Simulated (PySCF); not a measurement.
C3H9In, charge -1, doublet, at a GFN2-xTB geometry (such geometries of metal compounds can be far from the true shape) (a state made from the parent by changing its charge; the spin is typed, not shown lowest) (core potentials on In). Base run: PySCF with DF-HF/def2-SVP.

Here is a job for PySCF.
```python
from pyscf import gto, scf

mol = gto.M(
    atom='''
In    0.22895215   -0.16807644   -0.26351026
C    -1.80926510   -1.27579263    0.16821116
H    -2.45964441   -1.35056491   -0.70933650
H    -2.33948104   -0.68307554    0.91992638
H    -1.68602985   -2.28557070    0.57284125
C    -0.48277658    2.02480246   -0.75890346
H     0.33778056    2.74398803   -0.84848395
H    -1.11262313    2.34780293    0.07569829
H    -1.08403774    2.09670777   -1.67097867
C     1.16469395    0.07809696    1.88858965
H     2.06055072    0.70724590    1.90551002
H     1.42074487   -0.87121702    2.37005108
H     0.40817104    0.56778820    2.50939061
''',
    basis='def2-svp',
    ecp={'In': 'def2-svp'},
    charge=-1,
    spin=1,
    verbose=4,
)

mf = scf.UHF(mol)
mf = mf.density_fit(auxbasis='def2-universal-jkfit')
mf.kernel()
```

Each row names what was changed in the base input (with any setting that the change needs).

```csv
change,basis functions,E (Eh),HOMO (eV)
base,113,-307.91457,-1.74
basis = ANO-RCC-VDZP; relativity = none (without ecp={'In': 'def2-svp'}; without mf = mf.density_fit(auxbasis='def2-universal-jkfit')),130,-5706.92961,-1.84
basis = x2c-SVPall; relativity = spin-free X2C; nucleus = Gaussian (with nucmod='G'; without ecp={'In': 'def2-svp'}; without mf = mf.density_fit(auxbasis='def2-universal-jkfit')),123,-5996.37040,-1.78
basis = x2c-TZVPall; relativity = spin-free X2C (without ecp={'In': 'def2-svp'}; without mf = mf.density_fit(auxbasis='def2-universal-jkfit')),207,-5997.25343,-1.88
basis = ANO-RCC-VDZP; relativity = spin-free X2C; nucleus = Gaussian (with nucmod='G'; without ecp={'In': 'def2-svp'}; without mf = mf.density_fit(auxbasis='def2-universal-jkfit')),130,-5996.93332,-1.75
basis = x2c-SVPall; relativity = none (without ecp={'In': 'def2-svp'}; without mf = mf.density_fit(auxbasis='def2-universal-jkfit')),123,-5740.54689,-1.88
basis = x2c-SVPall; relativity = spin-free X2C (without ecp={'In': 'def2-svp'}; without mf = mf.density_fit(auxbasis='def2-universal-jkfit')),123,-5996.48065,-1.78
basis = ANO-RCC-VDZP; relativity = spin-free X2C (without ecp={'In': 'def2-svp'}; without mf = mf.density_fit(auxbasis='def2-universal-jkfit')),130,-5997.07954,-1.75
basis = x2c-TZVPall; relativity = spin-free X2C; nucleus = Gaussian (with nucmod='G'; without ecp={'In': 'def2-svp'}; without mf = mf.density_fit(auxbasis='def2-universal-jkfit')),207,-5997.12937,-1.88
basis = x2c-TZVPall; relativity = none (without ecp={'In': 'def2-svp'}; without mf = mf.density_fit(auxbasis='def2-universal-jkfit')),207,-5752.68235,-1.88
```

Total energies compare only within one method and basis.

Open shells are given as the SCF converged; they aren't shown to be the lowest states, and a large step between rows can be another state.

Basis sets contracted for a relativistic Hamiltonian are a mismatch without it, so the rows without relativity aren't non-relativistic limits. No row has spin-orbit coupling; sets with core potentials leave out the core electrons.
